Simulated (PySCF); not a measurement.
**C5H6NO2: g tensor and hyperfine couplings**

C5H6NO2 (doublet state).
Cartesian coordinates in Å at the GFN2-xTB level; atoms count from 1:
```xyz
14
C5H6NO2 angstrom
C      3.3533    0.2207    0.9481
C      2.1510    0.2852    1.4513
O      0.9252    0.3899    0.9781
C      0.4368   -0.5270    0.0993
C     -0.8693   -0.5635   -0.2052
N     -1.7947    0.3219    0.3190
C     -3.1108    0.3051   -0.0158
O     -3.6172   -0.4620   -0.7940
H      4.2121    0.0920    1.5820
H      3.5652    0.3666   -0.1118
H      1.1405   -1.2364   -0.3119
H     -1.2712   -1.2817   -0.9000
H     -1.4444    0.9991    0.9820
H     -3.6772    1.0896    0.5167
```

The hyperfine couplings belong to this conformer and change with its torsions.

As a line formula: `O=CN/C=C\O[C]=C` [radical].

Method: UKS B3LYP, pcH-1 on C H N O, non-relativistic, mean-field spin-orbit, GIAO (PySCF). Geometry: GFN2-xTB, one conformer, isolated molecule. The geometry wasn't refined by DFT: couplings that depend on bond lengths, twists or pyramidal angles can differ widely from those at the functional's own minimum. Stability of the SCF solution: not tested.

```json
{
 "g1, g2, g3": "2.00152, 2.00210, 2.00348",
 "g_iso": "2.00237",
 "Form of g": "rhombic: the two nearest values differ by 29 % of g3 − g1",
 "⟨S²⟩": "0.7584 (exact 0.7500)",
 "HOMO–LUMO gap, α and β orbitals": "5.15, 4.10 eV"
}
```

Hyperfine couplings atom by atom, in 10⁻⁴ cm⁻¹; T1 to T3 are the principal values of the dipolar part (1 × 10⁻⁴ cm⁻¹ = 2.998 MHz):

```tsv
atom	isotope	a_iso	T1	T2	T3	Mulliken spin population
C1	13C	24.2	-6.3	-0.8	7.1	-0.10
C2	13C	147.2	-23.9	-17.2	41.1	0.86
O3	17O	-35.4	-15.3	7.4	7.8	0.09
C4	13C	2.9	-3.3	0.1	3.2	-0.02
C5	13C	2.0	-2.3	-1.9	4.1	0.08
N6	14N	-0.1	-0.1	-0.1	0.2	0.00
C7	13C	0.0	-0.2	0.0	0.2	0.00
O8	17O	-0.2	-0.8	0.4	0.4	0.01
H9	1H	16.9	-2.7	-1.7	4.4	0.02
H10	1H	42.6	-1.9	-0.4	2.3	0.07
H11	1H	1.0	-1.4	-0.8	2.2	0.00
H12	1H	-1.1	-1.1	-0.3	1.4	0.00
H13	1H	-0.1	-0.7	-0.3	1.0	0.00
H14	1H	-0.2	-0.2	-0.2	0.3	0.00
```

Largest spin populations (Mulliken): C2 (+0.86), C1 (-0.10), O3 (+0.09) and C5 (+0.08). C2 is the only atom above +0.15. The positive populations add up to 1.13 and the negative ones to -0.13, together 2S = 1.

Axes: g1 points within 10° of the C2–O3 bond and g2 points within 4° of the C1–H10 bond.

Under fast tumbling the dipolar parts average out, and these isotropic splittings remain: 1 × 1H (H10, I = 1/2, 2 lines) with 4.56 mT, 1 × 1H (H9, I = 1/2, 2 lines) with 1.81 mT, 1 × 1H (H12, I = 1/2, 2 lines) with 0.12 mT and 1 × 1H (H11, I = 1/2, 2 lines) with 0.11 mT.

The 13C coupling of C2 (441.3 MHz) shows only in satellite lines or after enrichment, since that isotope makes up about 1.07 % of natural carbon.

The 17O coupling of O3 (-106.1 MHz) shows only in satellite lines or after enrichment, since that isotope makes up about 0.038 % of natural oxygen.

Hardware: one thread, Arm Neoverse V1 (aarch64), shared host with 32 logical CPUs at a one-minute load of 32. Cost: 67 s of wall time (with the writing of density and orbital grids), 0.90 GiB resident at most.
